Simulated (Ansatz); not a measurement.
`N[CH](O)[GeH2][F]` + `N[SiH3]` → `NC(O)N[SiH3]` + `[F][GeH3]`  (substitution at a C–Ge bond)

Calculated with Ansatz (gas phase, PBE0-D4/def2-TZVP geometries, no zero-point term in ΔE). CBS: MP2 limit from def2 TZ/QZ plus the TZ coupled-cluster correction, frozen cores. This one scheme is used for every species. DFT in def2-TZVPP. B3LYP here is the variant with VWN-RPA as its local correlation; programs differ in this. For Ge outer-core shells are correlated without core-valence functions, which leaves a few kJ/mol of doubt a bond. Scalar relativity is left out up to krypton. Each species was taken in one conformer, which may not be the lowest.

Q: Is it downhill or uphill in electronic energy at CCSD(T)/CBS, and by how much? (Estimate.)

A: Ansatz gave: Uphill: ΔE = +13.6 kJ/mol.

Q: What do these levels give: PBE-D4, r2SCAN, B3LYP, MP2/def2-TZVPP, CCSD(T)/def2-TZVPP, HF/CBS(def2)? (An estimate is asked.)

A: Computed: PBE-D4 13.8, r2SCAN 11.0, B3LYP 13.1, MP2/def2-TZVPP 10.5, CCSD(T)/def2-TZVPP 7.9, HF/CBS(def2) -2.1 kJ/mol.

Largest T1 diagnostic among the species: 0.012.

In def2-TZVPP, CCSD(T) changes the Hartree–Fock value by +9.3 kJ/mol (the triples alone add +0.2 kJ/mol) and MP2 by +11.9 kJ/mol. From PBE to PBE0 (25 % exact exchange), in def2-TZVPP and without D4, ΔE moves by −4.4 kJ/mol.
